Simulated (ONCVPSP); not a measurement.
## Before and after: ONCV potential for zinc

ONCVPSP 4.0.1 input, shortened (lines: element, Z, core and valence counts, functional; n l f; lmax; l rc ep ncon nbas qcut; lloc lpopt rc5 dvloc0; l nproj debl; icmod fcfact rcfact), LDA (Perdew-Wang 92), scalar-relativistic:

```
  Zn 30.00    3    5  -001012      upf
    1    0    2.00
    2    0    2.00
    2    1    6.00
    3    0    2.00
    3    1    6.00
    3    2   10.00
    4    0    1.75
    4    1    0.25
    2
    0    1.05    0.00    4    9    9.50
    1    1.50    0.00    3    6   11.50
    2    0.75    0.00    4    8   19.30
    4    5    0.70    0.00
    0    2    1.60
    1    2    3.00
    2    2    2.80
    2    0.40    0.75
```

Change: s: qcut 12.4; p: qcut 15.1; d: qcut 25.3.

Cutoffs: the cutoffs (Ha) at which the residual kinetic energy of the hardest occupied pseudo-wave falls to 1 and 0.1 mHa per electron; they do not see the model core or the augmentation charge, which bear on the density cutoff. Errors are all-electron minus pseudo energies relative to the spin-unpolarised reference configuration.

Question: What does the change do?

Answer: The potential gets harder (152 Ha and 171 Ha → 195 Ha and 226 Ha); of the 3 tests that both files solve, the error grows in 0 and shrinks in 1 by more than 15 % and 0.3 meV (median size 0.3 → 0.4 meV); neither file shows a bound ghost.

| quantity | base | changed |
| --- | --- | --- |
| cutoff, loose | 152 Ha | 195 Ha |
| cutoff, tight | 171 Ha | 226 Ha |
| loose cutoff by channel | s 38 Ha, p 38 Ha, d 152 Ha | s 53 Ha, p 39 Ha, d 195 Ha |
| bound ghosts | none | none |
| GHOST(+) flags under 300 eV | none | none |
| tests with a reliable result | 3 of 4 | 3 of 4 |
| error for 3s2 3p6 3d10 4s2 4p0, meV [ΔE -1.26 eV] | +0.1 | +0.1 |
| error for 3s2 3p6 3d10 4s1 4p0, meV [ΔE 8.93 eV] | -0.3 | -0.4 |
| error for 3s1 3p6 3d10 4s2 4p0, meV [ΔE 136.21 eV] | -90 | -34 |
| s: phases at 1.07 bohr within 0.05 rad from the reference energy up to (Ha; the scan ends near 5) | to the end of the scan | to the end of the scan |
| p: phases at 1.52 bohr within 0.05 rad from the reference energy up to (Ha; the scan ends near 5) | to the end of the scan | to the end of the scan |
| d: phases at 0.76 bohr within 0.05 rad from the reference energy up to (Ha; the scan ends near 5) | to the end of the scan | to the end of the scan |
| rms error of d²Exc/dni dnj with the model core, mHa | 0.95 | 0.72 |
